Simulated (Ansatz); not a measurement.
`[CH2]Br` radical. Charge 0, multiplicity 2. Correlated methods include outer-core shells of Br, which these sets cover unevenly. Scalar relativity is left out up to krypton.

```xyz
4

C     0.025   -0.182   -0.098
Br   -0.199    1.427    0.767
H    -0.651   -0.420   -0.903
H     0.825   -0.825    0.233
```

(1) Give the diagnostics of a CCSD(T)/def2-TZVPP run (frozen core, Ansatz 0.2.0). (Best estimate.)

Results:

(1) Computed: T1 = 0.0137, largest single amplitude 0.069, largest double 0.031, (T) share of the correlation energy 3.4 %, 10 CCSD cycles. ⟨S²⟩ of the UHF reference is 0.769 against 0.75 for a pure state. T1 lies under the customary mark of 0.045 for open shells.
